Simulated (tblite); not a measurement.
A tight-binding relaxation on `[O][C@H]([C@H]1[C@@H]2C[C@@H]21)C(F)(F)F` [radical].

Computed with GFN2-xTB geometry optimisation, gas phase (tblite 0.8.0). Start geometry: from a force field or distance geometry. The input is one job of a driver script: a line of settings, then coordinates in Å.

Command:
```bash
OMP_NUM_THREADS=1 python probes_run.py task.json out
```

Input:
```
{"job": {"kind": "relax", "xc": "GFN2-xTB", "basis": "xTB"}, "charge": 0, "multiplicity": 2}
O     -1.318100     1.613800     1.150900
C     -1.087200     0.391900     0.688600
C      0.204600     0.474700    -0.131500
C      1.530700     0.431200     0.525700
C      2.324200    -0.058700    -0.620800
C      1.035100    -0.742100    -0.327300
C     -2.246900    -0.166900    -0.197600
F     -2.492600     0.574400    -1.298500
F     -3.411800    -0.303500     0.487600
F     -1.945700    -1.427500    -0.631000
H     -0.919200    -0.414800     1.433800
H      0.069300     1.146700    -0.980000
H      1.683800     0.152300     1.574600
H      3.250500    -0.590700    -0.428500
H      2.379500     0.583300    -1.506400
H      0.936200    -1.655000     0.249000
```

Output:
```
step      E/eV     max force
  0    -925.04881    1.596
  1    -925.13963    0.806
  2    -925.18041    0.745
  3    -925.23928    0.658
  4    -925.30153    0.818
  5    -925.35634    0.741
  6    -925.40044    0.512
  7    -925.42755    0.328
  8    -925.44368    0.376
  9    -925.45439    0.239
... (69 lines left out)
 79    -925.47636    0.024
 80    -925.47648    0.021
 81    -925.47655    0.023
 82    -925.47658    0.030
 83    -925.47664    0.024
 84    -925.47672    0.018
 85    -925.47678    0.018
 86    -925.47682    0.013
 87    -925.47685    0.011
 88    -925.47689    0.010
```

«max force» is the largest atomic force in eV/Å.

From which step on does the largest force stay under 0.1 eV/Å, and how much energy is left to gain from there?

From step 13 (0.067 eV/Å), 12.7 meV above the end.

Main results: energy lowered by 9.9 kcal/mol over 88 steps; largest atomic force 0.010 eV/Å at the end.

Give the final coordinates.

0.313 Å rms from the input after alignment:
```
atom  x, y, z in Å
O1    -1.1635    1.3172    1.4099
C2    -1.0951    0.2164    0.7196
C3     0.1885    0.2665   -0.2032
C4     1.4872    0.5144    0.4739
C5     2.3651   -0.0591   -0.5856
C6     1.1677   -0.8375   -0.1405
C7    -2.3069   -0.0429   -0.2183
F8    -2.4669    0.9021   -1.1492
F9    -3.4501   -0.1380    0.4616
F10   -2.1536   -1.2092   -0.8801
H11   -0.9833   -0.7016    1.3405
H12   -0.0514    0.7847   -1.1254
H13    1.6880    0.8454    1.4698
H14    3.3420   -0.4185   -0.2884
H15    2.3446    0.3874   -1.5723
H16    1.0800   -1.8184    0.2763
```

The run took 0.62 s of wall time on one thread of an Arm Neoverse V1, shared host with 32 logical CPUs at a one-minute load of 24.
Labels such as C1 count atoms from 1, the log's own numbers from 0.
